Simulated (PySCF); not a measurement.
## Spin-rotation constants: `CO[C@H](F)C(C)C`, C5H11FO

Geometry:
| atom | x (Å) | y (Å) | z (Å) |
| --- | --- | --- | --- |
| C1 | 2.720 | 0.115 | -0.490 |
| O2 | 1.353 | 0.426 | -0.685 |
| C3 | 0.477 | -0.460 | -0.114 |
| F4 | 0.582 | -1.690 | -0.761 |
| C5 | -0.955 | 0.062 | -0.250 |
| C6 | -1.951 | -0.972 | 0.266 |
| C7 | -1.090 | 1.383 | 0.501 |
| H8 | 3.282 | 0.902 | -0.986 |
| H9 | 2.969 | -0.853 | -0.934 |
| H10 | 2.965 | 0.098 | 0.577 |
| H11 | 0.734 | -0.683 | 0.940 |
| H12 | -1.125 | 0.234 | -1.317 |
| H13 | -1.842 | -1.911 | -0.270 |
| H14 | -1.789 | -1.159 | 1.326 |
| H15 | -2.966 | -0.609 | 0.129 |
| H16 | -2.088 | 1.790 | 0.359 |
| H17 | -0.363 | 2.101 | 0.133 |
| H18 | -0.925 | 1.233 | 1.566 |

Theory: GIAO B97-2/pcSseg-1 magnetisability, rotational g tensor and spin-rotation constants, non-relativistic, gas phase (PySCF). Geometry: GFN2-xTB.

Question: Give the nuclear spin-rotation constants along the inertial axes (H = +C I·J) beside the isotropic shieldings.

Answer: Rotational constants 4.0738, 1.8710, 1.3773 GHz. A star marks the isotopologue with that one atom substituted, in its own axes.
| atom | isotope | Caa (kHz) | Cbb (kHz) | Ccc (kHz) | mean (kHz) | σ (ppm) |
| --- | --- | --- | --- | --- | --- | --- |
| F4 | 19F | 4.064 | 1.367 | 0.878 | 2.103 | 334.8 |
| H8 | 1H | -0.221 | -0.060 | -0.093 | -0.125 | 28.0 |
| H9 | 1H | -0.347 | 0.068 | -0.136 | -0.138 | 27.7 |
| H10 | 1H | -0.417 | -0.195 | 0.059 | -0.184 | 28.5 |
| H11 | 1H | -0.347 | -0.227 | 0.098 | -0.159 | 27.0 |
| H12 | 1H | -0.437 | -0.223 | 0.057 | -0.201 | 30.0 |
| H13 | 1H | -0.403 | 0.024 | -0.139 | -0.173 | 30.2 |
| H14 | 1H | -0.447 | -0.223 | 0.029 | -0.214 | 31.2 |
| H15 | 1H | 0.003 | -0.197 | -0.134 | -0.109 | 30.9 |
| H16 | 1H | -0.023 | -0.188 | -0.133 | -0.115 | 30.9 |
| H17 | 1H | -0.169 | -0.097 | -0.134 | -0.134 | 30.4 |
| H18 | 1H | -0.477 | -0.212 | 0.028 | -0.221 | 31.4 |
| C1 | 13C* | 0.615 | 0.454 | 0.286 | 0.452 | 128.1 |
| O2 | 17O* | -0.656 | -0.163 | -0.142 | -0.320 | 253.9 |
| C3 | 13C* | 1.198 | 0.540 | 0.432 | 0.723 | 64.5 |
| C5 | 13C* | 0.678 | 0.339 | 0.238 | 0.418 | 148.1 |
| C6 | 13C* | 0.598 | 0.259 | 0.206 | 0.354 | 166.5 |
| C7 | 13C* | 0.619 | 0.239 | 0.211 | 0.356 | 166.7 |

For the geometry as given, no vibrational averaging.

Question: How do the rotational constants and the g tensor change when H8, H9, H10, H11, H12, H13, H14, H15, H16, H17, H18 are replaced by deuterium?

Answer: Constants 3.3504, 1.5211, 1.1530 GHz; g -0.0088, 0.0008, -0.0032, against -0.0105, 0.0009, -0.0039 before.
